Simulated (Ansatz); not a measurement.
The O3–H4 bond of GeH2O (SMILES [OH][GeH]) is stretched (multiplicity 1, the rest rigid).
Geometry at rest (charge 0, multiplicity 1):
```xyz
4

Ge    -0.235    -0.201     0.247
H     -1.411    -0.032    -0.859
O      1.025     0.681    -0.689
H      0.738     1.016    -1.545
```

Correlated levels freeze the cores. Filled d and f shells under p-block atoms count as core.

Programs: Ansatz (a first-principles code). Values without a source in brackets are computed.

Energies above the point at 0.963 Å (the B3LYP-D3(BJ) bond length), FIC-MRCISD+Q on CASSCF(4,3)/cc-pVTZ (kcal/mol): 6.52 at 0.867 Å; 4.88 at 1.059 Å; 111.17 at 3.082 Å.

Problem. Take the last value as the depth D of a Morse curve D(1 − e^(−a(R − R₀)))², fit a and R₀ to the two near points, and test it at 1.300 and 1.686 Å.

Solution. 
With D = 111.2, both near points (counted from the curve's value at 0.963 Å) are met by a = 2.35 Å⁻¹ and R₀ = 0.959 Å, so k = 2Da² = 1228 kcal/(mol Å²). The curve then gives 33.8 and 74.5 kcal/mol; the level itself gives 34.9 and 80.4, so Morse is off by -1.1 and -5.9.

Doubts at one or more of the structures used: active orbitals that take no part (FIC-MRCISD+Q on CASSCF(4,3)/cc-pVTZ).
